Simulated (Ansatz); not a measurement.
Mulliken charges of `[F][Sn]([F])([I])[I]` from B3LYP/def2-TZVPP in Ansatz (PBE0-D4/def2-TZVP geometry).

| atom | x (Å) | y (Å) | z (Å) | charge (e) |
| --- | --- | --- | --- | --- |
| F1 | 0.166 | -0.457 | 1.880 | -0.446 |
| Sn2 | 0.058 | -0.059 | 0.027 | 1.198 |
| F3 | 1.470 | -1.089 | -0.715 | -0.446 |
| I4 | -2.230 | -0.959 | -0.903 | -0.153 |
| I5 | 0.586 | 2.490 | -0.329 | -0.153 |

**Question.** By hand: the dipole of these point charges (1 e Å = 4.8032 D).

**Answer.** Σ q r = (-0.409, 0.385, -0.299) e Å, of length 0.636 e Å = 3.05 D.

**Question.** How does the dipole of the full density compare? (An estimate is asked.)

**Answer.** Ansatz gave: (-0.382, 0.359, -0.279) e Å, 2.85 D; the point charges give 1.07 times that, at 0° from its direction.

Point charges leave out the atoms' own dipoles, such as those of lone pairs, and Mulliken's split depends on the basis, so the close match here is no proof of good charges.

B3LYP here is the variant with VWN-RPA as its local correlation; programs differ in this.
